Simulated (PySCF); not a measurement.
Task: What does the PBE0-D3(BJ)/def2-SVP structure of InChI=1S/C8H18BN/c1-5-6-7-8-9-10(2,3)4/h7-9H2,1-4H3 look like in three dimensions?

Result: 
```
atom  x, y, z in Å
C1     5.7603    0.0481    0.8803
C2     4.4408   -0.0183    0.2696
C3     3.3455   -0.0787   -0.2496
C4     2.0117   -0.1423   -0.8406
C5     0.8742    0.2270    0.1209
B6    -0.5416    0.1345   -0.6510
N7    -1.8266    0.4442    0.3468
C8    -3.0507    0.3758   -0.4677
C9    -1.7055    1.7883    0.9346
C10   -1.8992   -0.5641    1.4167
H11    6.4140    0.7590    0.3501
H12    5.7014    0.3744    1.9311
H13    6.2597   -0.9339    0.8670
H14    1.8412   -1.1591   -1.2352
H15    1.9751    0.5208   -1.7226
H16    1.0854    1.2384    0.5134
H17    0.9414   -0.4535    0.9900
H18   -0.7720   -0.9961   -1.0813
H19   -0.6509    0.9792   -1.5402
H20   -3.9403    0.5594    0.1566
H21   -3.1122   -0.6171   -0.9290
H22   -2.9883    1.1259   -1.2649
H23   -1.6036    2.5197    0.1234
H24   -0.8075    1.8321    1.5616
H25   -2.5924    2.0242    1.5444
H26   -2.7735   -0.3796    2.0615
H27   -0.9840   -0.5223    2.0185
H28   -1.9737   -1.5585    0.9601
```

Orientation and origin are arbitrary. Atoms count from 1 in this order. Of the pairs four or more bonds apart, H17···H27 is among the closest relative to their van der Waals radii: 2.18 Å, 91 % of the sum of Bondi's values. The C–C distances run from 1.214 Å (C2≡C3, drawn triple) to 1.535 Å (C4–C5, drawn single), a spread of 0.321 Å. N7 (nitrogen bonded to B and 3 C) is tetrahedral (angles from 107.7° to 110.4°). All 3 C–N bonds measure 1.472 Å.

Bonds between heavy atoms (Å): C1–C2 1.455, C2≡C3 1.214, C3–C4 1.460, C4–C5 1.535, C5–B6 1.615, B6–N7 1.656, N7–C8 1.472, N7–C9 1.472, N7–C10 1.472.

The calculation used PBE0-D3(BJ)/def2-SVP geometry optimisation, gas phase in PySCF.

Point group: near Cs, missed by 0.21 Å at most; the miss may be what the optimiser left on a soft mode. Whether it is a minimum is left open (no frequencies). One conformer, not necessarily the lowest (C3–C4–C5–B6 179°, C4–C5–B6–N7 177°).

Hardware: Arm Neoverse N1, one thread, no GPU, shared host. Cost: 3.6 min of wall time. These figures are those of the optimisation.
